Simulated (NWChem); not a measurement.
Species: PbO, singlet; SMILES [Pb]=[O]

```xyz
2

Pb     0.0000     0.0000    -0.1627
O      0.0000     0.0000     1.7410
```
Atoms are numbered in this order, from 1.

Low-valent species are run as closed-shell singlets; no triplet was tried in these runs. Geometry: optimised at PBE0-D3(BJ)/def2-TZVP. def2 effective core potentials on Pb; no spin-orbit coupling.

**Question.** List the 6 lowest vertical singlet excitations from PBE0/def2-SVPD with def2 effective core potentials on Pb, full TDDFT (NWChem).

**Answer.** 
| state | energy (eV) | oscillator strength | leading excitation (squared amplitude) |
|---|---|---|---|
| S1 | 3.40 | 0.000 | HOMO−2 → LUMO (0.49) |
| S2 | 3.65 | 0.022 | HOMO → LUMO+1 (0.96) |
| S3 | 3.65 | 0.022 | HOMO → LUMO (0.96) |
| S4 | 3.71 | 0.000 | HOMO−2 → LUMO (0.48) |
| S5 | 3.71 | 0.000 | HOMO−2 → LUMO+1 (0.48) |
| S6 | 5.19 | 0.011 | HOMO−2 → LUMO+1 (0.35) |
